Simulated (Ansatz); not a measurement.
A nudged elastic band was laid between two geometries of BH3O2Si (7 atoms, charge 0, multiplicity 1).

Method: RKS PBE-D4/def2-SVP (Ansatz 0.2.0).

```
movable images  : 7
climbing image  : yes
spring          : 5.0 eV/Å²
optimiser       : quadratic models (default)
start path      : through a guess of the saddle point
force threshold : 0.05 eV/Å
iteration limit : 60
end points      : relaxed
```

Initial state:

```xyz
7
Properties=species:S:1:pos:R:3
O -1.087 0.762 -1.171
Si 0.004 0.532 0.074
B 1.202 -0.961 0.114
O 0.020 -1.173 0.721
H -1.962 1.098 -0.904
H -0.339 1.421 1.234
H 2.163 -1.678 -0.068
```

Final state:

```xyz
7
Properties=species:S:1:pos:R:3
O -1.426 0.961 -0.671
Si -0.070 0.609 0.243
B 1.097 -0.904 0.043
O 0.022 -1.111 0.829
H -1.427 0.593 -1.572
H -0.188 1.495 1.437
H 1.992 -1.644 -0.309
```

(1) What changes between the two ends?

(2) Give the energies along the band, and the barrier.

(3) What is the geometry of the highest image?

(4) What are the harmonic wavenumbers there?

The band took 12 iterations and roughly 80 core-seconds.

Results:

(1) No bond is made or broken. The dihedral H5–O1–Si2–O4 goes from 94 to -73°.

(2) The run converged. The highest image is number 4 of 0 to 8, 0.106 eV above the first end and 0.145 eV above the last; the last end lies 0.039 eV below the first. A vibrational analysis at the climbing image gives one clearly imaginary mode, 258i cm⁻¹: a first-order saddle point.

| image | path coordinate (Å) | energy (eV) | dihedral H5–O1–Si2–O4 (°) |
| --- | --- | --- | --- |
| 0 | 0.00 | 0.000 | 94 |
| 1 | 0.25 | 0.018 | 117 |
| 2 | 0.49 | 0.060 | 142 |
| 3 | 0.74 | 0.094 | 166 |
| 4 | 0.98 | 0.106 | -171 |
| 5 | 1.24 | 0.091 | -147 |
| 6 | 1.50 | 0.045 | -123 |
| 7 | 1.76 | -0.012 | -97 |
| 8 | 2.02 | -0.039 | -73 |

(3) 
```xyz
7
Properties=species:S:1:pos:R:3
O -1.457 0.500 -0.828
Si -0.106 0.483 0.166
B 1.205 -0.917 0.069
O 0.093 -1.188 0.788
H -1.603 1.317 -1.336
H -0.303 1.406 1.334
H 2.171 -1.600 -0.194
```

(4) 258i, 250, 263, 488, 599, 695, 709, 741, 817, 893, 963, 1302, 2159, 2597, 3779 cm⁻¹.

The run took 93 s on 1 thread of Intel(R) Xeon(R) 6975P-C (Granite Rapids), with other jobs on the host, peak memory 0.14 GiB.
